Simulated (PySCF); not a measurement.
Molecule: CH$_{11}$N$_{2}$Si$_{2}$, charge 1, multiplicity 1. It need not be the lowest isomer of its formula. 
Structure (B3LYP-D3(BJ)/def2-TZVP (Ansatz) minimum search):
```xyz
16

C     -2.8977     0.1598     1.0102
Si    -1.5584     0.4740    -0.2216
N      0.0746    -0.0452     0.5481
Si     1.4818    -0.3558    -0.6815
N      2.9601    -0.3310     0.1132
H     -2.9753    -0.8994     1.2629
H     -2.7476     0.7327     1.9270
H     -3.8560     0.4659     0.5832
H     -1.3022     1.8868    -0.5403
H     -1.6069    -0.3682    -1.4285
H     -0.0598    -0.8889     1.1089
H      0.3801     0.6683     1.2135
H      1.1008    -1.6792    -1.1866
H      1.3033     0.7791    -1.5944
H      3.5593     0.4796     0.1421
H      3.4190    -1.1567     0.4660
```
Charge +1, spin multiplicity 1.

Dispersion corrections to the total energy (kcal/mol) from the dftd3 and dftd4 libraries through PySCF: D3(BJ) without and D4 with the three-body term, each with the damping fitted for the functional named.

```tsv
functional	D3(BJ)	D4
B3LYP	-15.06	-11.62
LC-wPBE	-8.34	-8.06
HF	-63.54	-24.88
PBE	-8.56	…
PBE0	-7.56	…
BP86	-14.06	…
r2SCAN	-2.51	-1.84
```

Question: Complete the blanks.

Answer: 
- PBE, D4: -7.24
- PBE0, D4: -6.14
- BP86, D4: -9.77
